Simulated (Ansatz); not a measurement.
System: CH2Cl3Si (charge -1, singlet). It need not be the lowest isomer of its formula. Whether it binds its extra electron was not tested at this geometry. 
Geometry from a B3LYP-D3(BJ)/def2-TZVP (Ansatz, an electronic-structure program) optimisation:
SMILES: [CH2-][Si](Cl)(Cl)Cl
```xyz
7

C     -2.1589    -0.4012     0.0653
Si    -0.4721    -0.0701     0.0100
Cl     0.5577    -1.2153    -1.4409
Cl     0.4033     1.8708    -0.4446
Cl     0.5100    -0.4228     1.8507
H     -2.7350    -0.0688     0.9224
H     -2.7091    -0.4990    -0.8646
```
Charge -1, spin multiplicity 1.

Basis-set convergence of Hartree-Fock and CCSD correlation energies (hartree) with Ansatz. Correlated levels leave the core frozen unless marked. No spin-orbit coupling. No relativistic terms. This anion needs diffuse functions, which these sets lack.

| basis | functions | E(HF) | E(corr, CCSD) |
|---|---|---|---|
| cc-pV(D+d)Z | 116 | -1706.63817 | -0.70294 |
| cc-pV(T+d)Z | 214 | [?] | [?] |

Problem. Complete the blanks.

Solution. 
- cc-pV(T+d)Z, E(HF): -1706.71523
- cc-pV(T+d)Z, E(corr, CCSD): -0.92378
